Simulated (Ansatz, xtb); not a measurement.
Molecule: S₂O, net charge 0, singlet state. SMILES: [O-][S+]=S
Geometry from a B3LYP-D3(BJ)/def2-TZVP (Ansatz, a quantum-chemistry and plane-wave program) optimisation:
```xyz
3

S     -1.2713    -0.2700    -0.0085
S      0.6249    -0.2533     0.0083
O      1.2928     1.0466     0.0004
```

Harmonic wavenumbers from GFN2-xTB (xtb, at its own minimum), cm⁻¹: 348, 676, 1158.

Task: Give the harmonic wavenumbers at B3LYP-D3(BJ)/def2-TZVP (Ansatz, finite differences of forces, unscaled).

Result: 385, 688, 1197 cm⁻¹. Zero-point energy 3.2 kcal/mol.

Task: From these and the geometry, give the ideal-gas thermochemistry at 298.15 K and 1 atm (rigid rotor, harmonic oscillator).

Result: Point group Cs, rotational symmetry number 1. Rotational constants 41.19, 5.017, 4.473 GHz. S(trans) 39.06, S(rot) 23.37, S(vib) 1.38, S(elec, spin only) 0.00, S 63.8 cal/(mol K). H(298) - H(0) 2.66 kcal/mol; G - E(el) -13.1 kcal/mol.
